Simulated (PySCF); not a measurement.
Input for PySCF: D3(BJ) and D4 dispersion corrections on CH6ClN (a complex), monomers drawn apart or pushed together.

```python
from pyscf import gto
from pyscf.dispersion import dftd3, dftd4

mol = gto.M(
    atom='''
    Cl    0.01282134   -0.03239786    0.03733617
    H    -0.19402294    0.39193643   -1.15764732
    C    -0.18768639    0.56456699    3.22754444
    N     0.36186478   -0.70412611    2.75300653
    H    -1.20554574    0.67606226    2.85124218
    H     0.39889647    1.38549832    2.81272771
    H    -0.21286037    0.68086669    4.31956952
    H    -0.17445844   -1.48756728    3.10481109
    H     1.31612223   -0.82788159    3.06799051
    ''',
    basis='def2-svp',
    charge=0, spin=0, verbose=0, max_memory=1800)
d3, d4 = {}, {}
for xc in ['hf', 'pbe', 'blyp', 'revpbe', 'tpss', 'r2scan', 'b3lyp', 'pbe0', 'bhlyp', 'camb3lyp', 'b2plyp']:
    d3[xc] = float(dftd3.DFTD3Dispersion(mol, xc=xc, version='d3bj', atm=False).get_dispersion()['energy'])
    print(f'D3(BJ) {xc:10s} {d3[xc]:14.8f} Eh')
for xc in ['hf', 'pbe', 'blyp', 'revpbe', 'tpss', 'r2scan', 'b3lyp', 'pbe0', 'bhlyp', 'camb3lyp', 'b2plyp']:
    d4[xc] = float(dftd4.DFTD4Dispersion(mol, xc={'camb3lyp': 'cam-b3lyp'}.get(xc, xc), atm=True).get_dispersion()['energy'])
    print(f'D4     {xc:10s} {d4[xc]:14.8f} Eh')
```

Output:

```
D3(BJ) hf            -0.03563971 Eh
D3(BJ) pbe           -0.00474539 Eh
D3(BJ) blyp          -0.00973819 Eh
D3(BJ) revpbe        -0.01229254 Eh
D3(BJ) tpss          -0.00589277 Eh
D3(BJ) r2scan        -0.00134582 Eh
D3(BJ) b3lyp         -0.00789505 Eh
D3(BJ) pbe0          -0.00402586 Eh
D3(BJ) bhlyp         -0.00591589 Eh
D3(BJ) camb3lyp      -0.00350803 Eh
D3(BJ) b2plyp        -0.00353679 Eh
D4     hf            -0.01537372 Eh
D4     pbe           -0.00411877 Eh
D4     blyp          -0.00921484 Eh
D4     revpbe        -0.01428456 Eh
D4     tpss          -0.00558912 Eh
D4     r2scan        -0.00106405 Eh
D4     b3lyp         -0.00655548 Eh
D4     pbe0          -0.00346302 Eh
D4     bhlyp         -0.00451913 Eh
D4     camb3lyp      -0.00345738 Eh
D4     b2plyp        -0.00289579 Eh
```

The run finished.

Cost: very roughly 0.07 core-seconds.
